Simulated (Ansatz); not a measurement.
`O[SiH](Cl)[SiH](Cl)Cl` and `O[SiH2][SiH](Cl)Cl` differ in one atom or group.

Ansatz, PBE0-D4/def2-TZVP geometries, multiplicity 1. Each molecule was computed in one conformer, which needn't be the lowest.

```tsv
property	`O[SiH](Cl)[SiH](Cl)Cl`
HOMO–LUMO gap (B3LYP/def2-TZVPP) / eV	6.78
LUMO energy (ωB97M-V/def2-TZVPP) / eV	0.82
size of the dipole moment (PBE/def2-TZVPP) / D	1.24
HOMO energy (PBE0/def2-TZVPP) / eV	-8.12
HOMO energy (B3LYP/def2-TZVPP) / eV	-7.93
HOMO–LUMO gap (ωB97M-V/def2-TZVPP) / eV	10.98
```

Problem. What does the change do to each property? (Estimate.)

Solution. Computed: 
```
                                      property  `O[SiH2][SiH](Cl)Cl`  shift
         HOMO–LUMO gap (B3LYP/def2-TZVPP) / eV                  6.63  -0.15
         LUMO energy (ωB97M-V/def2-TZVPP) / eV                  0.79  -0.03
size of the dipole moment (PBE/def2-TZVPP) / D                  0.76  -0.48
            HOMO energy (PBE0/def2-TZVPP) / eV                 -7.99   0.13
           HOMO energy (B3LYP/def2-TZVPP) / eV                 -7.80   0.13
       HOMO–LUMO gap (ωB97M-V/def2-TZVPP) / eV                 10.82  -0.16
```

Dipoles are sizes alone; their direction can turn.

B3LYP here is the variant with VWN-RPA as its local correlation; programs differ in this.
